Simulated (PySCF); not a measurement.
**A survey of ²⁹Si NMR shifts**

Calculated, not measured (PySCF 2.14): σ from GIAO-PBE0/pcSseg-1, geometry from GFN2-xTB. One conformer, rapidly exchanging positions averaged, relativity neglected, no solvent model.

Shieldings were converted by a linear fit to measured shifts: ²⁹Si: δ = 279.94 − 0.822σ (rms 8.9 ppm, 72 shifts, 25.8 ppm with the 6 outliers that the fit left out vs TMS, solution or neat liquid). Occasional misses reach two or three times the rms, and more in compound classes unlike the fitted ones.

Problem. Give the ²⁹Si shifts of `N#CCC(F)(F)[Si@@H]1C[SiH2][SiH2]1`, `O[SiH2][C@@H]1COC1=S`, `F[Si@@H](CC(F)(F)F)[SiH2]P`, `CN(C)/C([SiH3])=P/P`.

Solution. 
| compound | environment | δ (ppm) |
| --- | --- | --- |
| [N:1]#[C:2][CH2:3][C:4]([F:5])([F:6])[Si@@H:7]1[CH2:8][SiH2:9][SiH2:10]1 | Si7: silicon bonded to 2 C, Si, H, in a 4-membered ring | -18.3 |
| [N:1]#[C:2][CH2:3][C:4]([F:5])([F:6])[Si@@H:7]1[CH2:8][SiH2:9][SiH2:10]1 | Si9: silicon bonded to C, Si, 2 H, in a 4-membered ring | -54.3 |
| [N:1]#[C:2][CH2:3][C:4]([F:5])([F:6])[Si@@H:7]1[CH2:8][SiH2:9][SiH2:10]1 | Si10: silicon bonded to 2 Si, 2 H, in a 4-membered ring | -66.2 |
| O[SiH2][C@@H]1COC1=S | silicon bonded to C, O, 2 H | -19.5 |
| [F:1][Si@@H:2]([CH2:3][C:4]([F:5])([F:6])[F:7])[SiH2:8][PH2:9] | Si2: silicon bonded to C, F, Si, H | 14.8 |
| [F:1][Si@@H:2]([CH2:3][C:4]([F:5])([F:6])[F:7])[SiH2:8][PH2:9] | Si8: silicon bonded to P, Si, 2 H | -80.0 |
| CN(C)/C([SiH3])=P/P | silicon bonded to C, 3 H | -80.2 |
